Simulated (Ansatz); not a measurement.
C$_{2}$HCl$_{2}$I, SMILES `ClC(Cl)=CI`. The species carries charge 0 and has multiplicity 1. Correlated methods include outer-core shells of I, which these sets cover unevenly. I: def2 effective core potential.

```xyz
6

Cl   -1.8806    0.4755   -0.7159
C    -0.4265   -0.3382   -0.3597
Cl   -0.3108   -1.9261   -1.0053
C     0.5712    0.1667    0.3551
I     0.5868    2.0436    1.1932
H     1.4600   -0.4214    0.5326
```

Question: Give the diagnostics of a CCSD(T)/def2-TZVPP run (frozen core, Ansatz). (Best estimate.)

Answer: Ansatz gave: T1 = 0.0100, largest single amplitude 0.024, largest double 0.061, (T) share of the correlation energy 3.9 %, 9 CCSD cycles. The RHF solution is unstable towards an unrestricted one. T1 lies under the customary mark of 0.02 for closed shells.
